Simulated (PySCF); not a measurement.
pentafluorosilicate (F5Si), SMILES F[Si-](F)(F)(F)F, charge -1.

Coordinates come from a TPSSh-D3(BJ)/def2-SVPD optimisation.

These are PySCF with B3LYP/def2-SVPD values and carry that method's errors.

Symmetry labels are those of the subgroup C2v that the program uses (full group D3h).

Computed valence orbital energies around the gap with their symmetry:
| orbital | symmetry | energy (eV) |
|---|---|---|
| HOMO−7 | B1 | -7.07 |
| HOMO−6 | A1 | -6.63 |
| HOMO−5 | B1 | -6.34 |
| HOMO−4 | B2 | -5.89 |
| HOMO−3 | B1 | -5.58 |
| HOMO−2 | A1 | -5.58 |
| HOMO−1 | A2 | -5.08 |
| HOMO | B2 | -5.08 |
| LUMO | A1 | 4.25 |
| LUMO+1 | B2 | 6.10 |
| LUMO+2 | B1 | 6.17 |
| LUMO+3 | A1 | 6.17 |
